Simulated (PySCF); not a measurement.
hydrogen bromide (BrH), SMILES Br. Atoms are numbered in the order given.

```xyz
2

Br     0.0000     0.0000    -0.0395
H      0.0000     0.0000     1.3811
```

The structure is a stationary point at PBE0-D3(BJ)/def2-TZVPD.

These are PBE0-D3(BJ)/def2-TZVPD (PySCF) values and carry that method's errors.

Frequencies are harmonic and unscaled.

| mode | ν (cm⁻¹) | IR (km/mol) | Raman (Å⁴/amu) | depolarisation | moving atoms (share of kinetic energy) |
|---|---|---|---|---|---|
| 1 | 2671 | 14.3 | 118.6 | 0.18 | H 99 % |
